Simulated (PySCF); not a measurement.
Cartesian coordinates (Å):
SMILES: N[C](S)S
```xyz
8

N     -0.9708    -0.8370    -0.0117
C      0.1478    -0.0274     0.1425
S     -0.0672     1.5947     0.7450
S      1.6235    -0.9046     0.4745
H     -0.8753    -1.5767    -0.6929
H     -1.8470    -0.3429    -0.0660
H     -0.4632     2.1658    -0.4136
H      2.4522    -0.0719    -0.1778
```
Charge 0, spin multiplicity 2.

What total energy, highest occupied spin orbital and dipole moment does PySCF with PBE0-D4/def2-TZVP give?


total energy: -24252.90 eV
highest occupied spin orbital: -4.60 eV
dipole moment: 2.54 D
